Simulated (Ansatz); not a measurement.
Two members of one family (Si nanocrystals, cubic, H-capped), computed with Ansatz in the gas phase. Binding counts from free atoms in the multiplicity of their measured ground term, without zero-point energy. Sets without diffuse functions give affinities that are too small. A dash marks a value that wasn't run or was left out as unsound. The structures are stationary points that may keep the symmetry of their start. Remarks come from the PBE and PBE0 runs and from stability tests at other levels; not every state was tested. A HOMO above zero means that the electron is unbound at that level and held by the basis, or that self-interaction error raises the level; the energy of removing that electron tells which. HOMO above LUMO (over both spins in singlets and doublets, within one spin in higher multiplets; at PBE or PBE0), or a gap under 0.15 eV within one spin, warns that the state may not be the lowest or that an electron is smeared out.

First: Si20H30 (singlet, charge 0, PBE-D4/def2-SVP geometry).

```xyz
50

Si   -1.836    2.054    1.069
Si   -1.798   -0.949    3.573
Si   -2.281   -0.474   -1.819
Si   -2.221   -3.361    0.817
Si    1.280    1.886    3.420
Si    0.561    2.140   -1.960
Si    3.569    1.967    0.529
Si    0.717   -0.749    0.545
Si    0.376   -3.266   -2.466
Si    3.087   -0.771   -2.602
Si   -3.087    0.773    2.601
Si   -0.377    3.268    2.466
Si   -0.717    0.750   -0.546
Si   -0.560   -2.140    1.960
Si   -3.568   -1.969   -0.528
Si   -1.281   -1.886   -3.420
Si    2.280    0.474    1.820
Si    2.222    3.360   -0.817
Si    1.798    0.949   -3.573
Si    1.837   -2.053   -1.070
H    -2.762    3.020    0.362
H    -0.907   -0.364    4.636
H    -2.732   -1.928    4.246
H    -3.205    0.494   -2.522
H    -3.096   -4.022    1.855
H    -1.622   -4.449   -0.034
H     0.679    1.098    4.554
H     2.366    2.763    3.999
H    -0.366    3.108   -2.662
H     4.359    2.833    1.483
H     4.556    1.235   -0.343
H    -0.284   -4.400   -1.725
H     1.203   -3.868   -3.579
H     4.310   -0.174   -1.958
H     3.557   -1.701   -3.697
H    -3.556    1.701    3.696
H    -4.310    0.175    1.956
H    -1.204    3.868    3.579
H     0.284    4.401    1.726
H     0.368   -3.106    2.663
H    -4.555   -1.238    0.344
H    -4.356   -2.834   -1.483
H    -2.367   -2.763   -3.997
H    -0.681   -1.098   -4.555
H     3.203   -0.495    2.523
H     1.623    4.448    0.036
H     3.097    4.022   -1.854
H     2.729    1.928   -4.248
H     0.905    0.363   -4.635
H     2.762   -3.020   -0.363
```

```
             level  HOMO (eV)  LUMO (eV)  gap (eV)  vertical EA (eV)  vertical triplet (eV)  binding per atom (eV)
   PBE-D4/def2-SVP      -6.31      -2.18      4.14              0.89                   4.08                   3.22
r2SCAN-D4/def2-SVP      -6.59      -2.12      4.46                 –                      –                   3.23
    B3LYP-D4/6-31G      -7.01      -1.06      5.95                 –                      –                   2.95
  PBE0-D4/def2-SVP      -7.29      -1.53      5.76              0.65                   4.70                   3.22
```

Remarks: HOMO above zero (-1 doublet), gap within one spin near zero at PBE or PBE0 (-1 doublet), gap within one spin near zero at PBE or PBE0 (triplet).

Second: Si22H28 (singlet, charge 0, PBE-D4/def2-SVP geometry).

Cartesian coordinates in Å:
```
Si 1.7630 3.5097 -1.3163
Si 2.6851 2.2532 2.2067
Si 1.6984 1.0613 -4.2788
Si -1.5823 2.5095 -2.8912
Si -0.6670 1.2498 0.6208
Si -4.0233 0.2441 -0.9547
Si -0.7368 -1.1940 -2.3232
Si -3.1072 -1.0063 2.5496
Si 2.6004 -0.1937 -0.7500
Si 3.5420 -1.4511 2.7668
Si 0.1783 -2.4408 1.1726
Si 0.2572 0.0012 4.1345
Si -3.1843 -3.4663 -0.4030
Si 0.6843 2.9670 -3.3375
Si 1.5969 1.7117 0.1930
Si 2.5299 0.4519 3.7158
Si 1.5285 -0.7409 -2.7723
Si -1.7579 0.7076 -1.3886
Si -0.8378 -0.5469 2.1256
Si -4.2029 -1.5647 0.5418
Si -0.9155 -3.0065 -0.8329
Si 2.4513 -1.9982 0.7532
H 3.2201 3.8130 -1.5710
H 1.1265 4.7336 -0.7041
H 2.0441 3.4827 2.8043
H 4.1334 2.5690 1.9217
H 3.1504 1.3490 -4.5709
H 1.0160 0.7096 -5.5782
H -2.2449 3.7243 -2.2901
H -2.3039 2.1628 -4.1709
H -1.3186 2.4716 1.2269
H -4.6767 1.4699 -0.3630
H -4.7226 -0.0832 -2.2511
H -1.4499 -1.5302 -3.6137
H -3.7531 0.2085 3.1687
H -3.2091 -2.1476 3.5321
H 4.0558 0.1194 -1.0193
H 5.0019 -1.1732 2.5000
H 3.4525 -2.6099 3.7305
H 0.0601 -3.5877 2.1519
H -0.4039 1.2129 4.7464
H 0.1256 -1.1480 5.1041
H -3.8850 -3.8346 -1.6873
H -3.2999 -4.6315 0.5483
H 0.7923 4.1269 -4.3035
H 3.2294 0.8051 5.0090
H 2.1745 -1.9756 -3.3584
H -5.6608 -1.8575 0.8190
H -0.2414 -4.2168 -1.4407
H 3.0872 -3.2200 0.1273
```

Estimate how these quantities change from the first to the second (second minus first).


```json
{"level": "PBE-D4/def2-SVP", "Δ HOMO (eV)": "0.16", "Δ LUMO (eV)": "0.09", "Δ gap (eV)": "-0.07", "Δ vertical EA (eV)": "-0.09", "Δ vertical triplet (eV)": "-0.08", "Δ binding per atom (eV)": "0.11"}
{"level": "r2SCAN-D4/def2-SVP", "Δ HOMO (eV)": "0.16", "Δ LUMO (eV)": "0.12", "Δ gap (eV)": "-0.05", "Δ vertical EA (eV)": "–", "Δ vertical triplet (eV)": "–", "Δ binding per atom (eV)": "0.11"}
{"level": "B3LYP-D4/6-31G", "Δ HOMO (eV)": "0.18", "Δ LUMO (eV)": "0.06", "Δ gap (eV)": "-0.12", "Δ vertical EA (eV)": "–", "Δ vertical triplet (eV)": "–", "Δ binding per atom (eV)": "0.07"}
{"level": "PBE0-D4/def2-SVP", "Δ HOMO (eV)": "0.17", "Δ LUMO (eV)": "0.09", "Δ gap (eV)": "-0.08", "Δ vertical EA (eV)": "-0.06", "Δ vertical triplet (eV)": "-0.03", "Δ binding per atom (eV)": "0.11"}
```

Remarks: HOMO above zero (-1 doublet), gap within one spin near zero at PBE or PBE0 (-1 doublet), gap within one spin near zero at PBE or PBE0 (triplet).
